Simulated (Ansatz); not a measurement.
`N[Si](F)(F)S` + GeH₄ → `F[Si](F)(S)[GeH3]` + NH₃  (formal exchange of groups at the Si–N bond)

Gas-phase electronic energies from Ansatz, PBE0-D4/def2-TZVP geometries. CBS: MP2 limit from def2 TZ/QZ plus the TZ coupled-cluster correction, frozen cores. This one scheme is used for every species. DFT in def2-TZVPP. HSE06 is defined as in plane-wave codes. For Ge outer-core shells are correlated without core-valence functions, which leaves a few kJ/mol of doubt a bond. Scalar relativity is left out up to krypton. One conformer a species, not always the lowest.

```
             level  ΔE (kJ/mol)  difference from CCSD(T)/CBS
            PBE-D4         51.7                        -16.1
         revPBE-D4         54.0                        -13.8
           BLYP-D4         59.6                         -8.2
            B97M-V         74.1                          6.3
        r2SCANh-D4         70.0                          2.2
          HSE06-D4         60.6                         -7.2
           ωB97X-V         70.7                          2.9
            B2PLYP         72.0                          4.2
          PBE-QIDH         71.5                          3.7
             BHLYP         80.4                         12.6
           LC-ωPBE         72.5                          4.7
RPA@PBE/def2-TZVPP         68.2                          0.4
       HF/def2-SVP         94.0                         26.2
     CCSD/def2-SVP         79.7                         11.9
    MP2/def2-QZVPP         72.3                          4.5
SCS-MP2/def2-QZVPP         74.9                          7.1
       CCSD(T)/CBS         67.8                            0
```

Largest T1 diagnostic among the species: 0.012.

From BLYP to BHLYP (50 % exact exchange), in def2-TZVPP and without D4, ΔE moves by +19.5 kJ/mol. At CCSD(T), def2-SVP lies +9.2 kJ/mol from the extrapolated value and def2-TZVPP +2.9 kJ/mol.

CCSD(T)/CBS has its own doubt, a few kJ/mol and more with outer-core shells, so smaller differences from it don't rank the levels.
